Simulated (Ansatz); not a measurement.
`C=CBCI` from Hartree–Fock to CCSD(T)

| atom | x (Å) | y (Å) | z (Å) |
| --- | --- | --- | --- |
| C1 | -0.455 | 0.426 | 2.015 |
| C2 | -0.642 | 0.164 | 0.719 |
| B3 | 0.540 | -0.183 | -0.209 |
| C4 | 0.323 | -0.670 | -1.672 |
| I5 | 0.523 | 1.368 | -2.386 |
| H6 | 0.545 | 0.451 | 2.438 |
| H7 | -1.275 | 0.620 | 2.701 |
| H8 | -1.666 | 0.154 | 0.346 |
| H9 | 1.662 | -0.110 | 0.204 |
| H10 | 1.112 | -1.226 | -2.170 |
| H11 | -0.667 | -0.993 | -1.985 |

Total charge 0; spin multiplicity 1. Correlated methods include outer-core shells of I, which these sets cover unevenly. I takes the def2 core potential. The structure was optimised at the PBE0-D4/def2-TZVP level. It is one conformer, not always the lowest. Frozen core, restricted reference, the Gaussian-basis code of Ansatz.

| basis | HF (Eh) | MP2 corr. | CCSD corr. | (T) | CCSD(T) total |
| --- | --- | --- | --- | --- | --- |
| def2-SVP | ? | ? | -0.66154 | -0.02285 | ? |
| def2-TZVPP | -438.47366 | -1.09529 | ? | ? | ? |
| def2-QZVPP | -438.48136 | -1.30343 | – | – | – |

(1) Fill in the withheld values. (Estimate.)

Answers

(1) The calculation gave: def2-SVP HF (Eh): -438.30521; def2-SVP MP2 corr.: -0.60901; def2-SVP CCSD(T) total: -438.98960; def2-TZVPP CCSD corr.: -1.10231; def2-TZVPP (T): -0.03987; def2-TZVPP CCSD(T) total: -439.61584.
